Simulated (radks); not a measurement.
Charge is removed step by step from the 4d up level of Mo2+, starting from [Kr] 4d(up 4, down 0). Method: scalar-relativistic Kohn-Sham, PBE, spin-polarised, spherical densities, finite nucleus; Fermi nuclear charge, rms radius 4.4091 fm; computed with a radial shooting solver on a logarithmic mesh with Libxc functionals.

[
 {"removed (e)": "0", "E - E(0) (eV)": "0.000", "eigenvalue (eV)": "-21.936", "E minus straight line (eV)": "0.000"},
 {"removed (e)": "0.25", "E - E(0) (eV)": "5.841", "eigenvalue (eV)": "-24.812", "E minus straight line (eV)": "-1.116"},
 {"removed (e)": "0.5", "E - E(0) (eV)": "12.413", "eigenvalue (eV)": "-27.776", "E minus straight line (eV)": "-1.502"},
 {"removed (e)": "0.75", "E - E(0) (eV)": "19.736", "eigenvalue (eV)": "-30.822", "E minus straight line (eV)": "-1.137"},
 {"removed (e)": "1", "E - E(0) (eV)": "27.830", "eigenvalue (eV)": "-33.946", "E minus straight line (eV)": "0.000"}
]

Removing the whole electron costs 27.830 eV by Delta-SCF, against 21.936 eV from minus the eigenvalue at the starting occupation. Slater's transition state (half an electron removed) gives 27.776 eV. Integrating minus the eigenvalue over the occupation (Janak's theorem) gives 27.831 eV. In this scalar-relativistic scheme the density is built from large components alone, so the theorem holds only approximately. The mean slope of the eigenvalue, de/dn, is 12.0 eV per electron. Ionisation energy of Mo2+ in the NIST Atomic Spectra Database: 27.1 eV (semi-empirical).
